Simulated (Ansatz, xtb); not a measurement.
Two isomers of C3H3NO2S

Structure I is `O=[SH]c1cocn1`, a singlet and structure II is `O=[SH]c1ncco1`, a singlet. Both are isolated molecules in the gas phase, relaxed with PBE0-D3(BJ)/def2-SVP; the shapes shown needn't be the lowest conformers.

I (Å):

```xyz
10

C    -0.7835   -0.2108   -1.2365
C    -1.1099   -0.3150    0.0788
C     1.0029   -0.5578   -0.1986
N     0.5708   -0.3595   -1.4001
O    -3.2985    0.0531   -1.9512
O     0.0475   -0.5428    0.7441
S    -1.9311    0.1861   -2.5463
H    -1.5974   -0.9880   -3.2229
H    -2.0381   -0.2600    0.6381
H     2.0257   -0.7311    0.1319
```

II (Å):

```json
{"atom": "C", "x (Å)": "-0.4930", "y (Å)": "0.3393", "z (Å)": "-0.7797"}
{"atom": "C", "x (Å)": "0.4942", "y (Å)": "1.7896", "z (Å)": "-1.9475"}
{"atom": "C", "x (Å)": "0.4211", "y (Å)": "2.2634", "z (Å)": "-0.6736"}
{"atom": "N", "x (Å)": "-0.1067", "y (Å)": "0.5509", "z (Å)": "-1.9943"}
{"atom": "O", "x (Å)": "-2.6660", "y (Å)": "-0.7514", "z (Å)": "0.4014"}
{"atom": "O", "x (Å)": "-0.2044", "y (Å)": "1.3281", "z (Å)": "0.0779"}
{"atom": "S", "x (Å)": "-1.3088", "y (Å)": "-1.1154", "z (Å)": "-0.0989"}
{"atom": "H", "x (Å)": "-1.3816", "y (Å)": "-1.5710", "z (Å)": "-1.4119"}
{"atom": "H", "x (Å)": "0.9278", "y (Å)": "2.2594", "z (Å)": "-2.8281"}
{"atom": "H", "x (Å)": "0.7319", "y (Å)": "3.1756", "z (Å)": "-0.1728"}
```

Q: Estimate E(II) − E(I) at the level CCSD(T)/def2-SVP + ΔMP2/def2-TZVPP.

A: Calculated at CCSD(T)/def2-SVP + ΔMP2/def2-TZVPP: E(II) − E(I) = +3.5 kcal/mol, so structure I lies lower.

The same difference at several levels:

```csv
level,geometry,E(II) − E(I) (kcal/mol),departure from the last row (kcal/mol),"job, with rough time for the two"
GFN2-xTB,GFN2-xTB,+2.6,−0.9,"optimisation, 0.25 s"
HF/STO-3G,GFN2-xTB,+0.9,−2.6,"single point, 0.7 s"
r2SCAN-D4/def2-SVP,GFN2-xTB,+4.0,+0.4,"single point, 3.9 s"
PBE0-D3(BJ)/def2-SVP,PBE0-D3(BJ)/def2-SVP,+4.4,+0.9,"optimisation, 62 s"
HF/def2-SVP,PBE0-D3(BJ)/def2-SVP,+6.3,+2.8,part of the CCSD(T) run
MP2/def2-SVP,PBE0-D3(BJ)/def2-SVP,+4.2,+0.7,part of the CCSD(T) run
CCSD(T)/def2-SVP,PBE0-D3(BJ)/def2-SVP,+4.6,+1.1,single point
CCSD(T)/def2-SVP + ΔMP2/def2-TZVPP,PBE0-D3(BJ)/def2-SVP,+3.5,,"single point, 60 s"
```

As drawn, both hold the same kinds of bond in the same numbers.

The levels shown agree on the order. The largest departure from CCSD(T)/def2-SVP + ΔMP2/def2-TZVPP is that of HF/def2-SVP, 2.8 kcal/mol. The last row adds to CCSD(T) the change of the MP2 difference between the two basis sets, here −1.1 kcal/mol.

With thermal terms from frequencies at re-optimised GFN2-xTB minima (ideal gas, soft modes damped towards free rotors, one conformer each, 298.15 K, 1 atm): the zero-point term adds +0.1 kcal/mol; ΔH is +3.6 and ΔG +3.5 kcal/mol.

The correlated steps freeze 11 core orbitals. Codes used: Ansatz 0.2.0, xtb 6.7.1; the last row on 2 threads of Intel(R) Xeon(R) Processor @ 2.70GHz on a shared host.
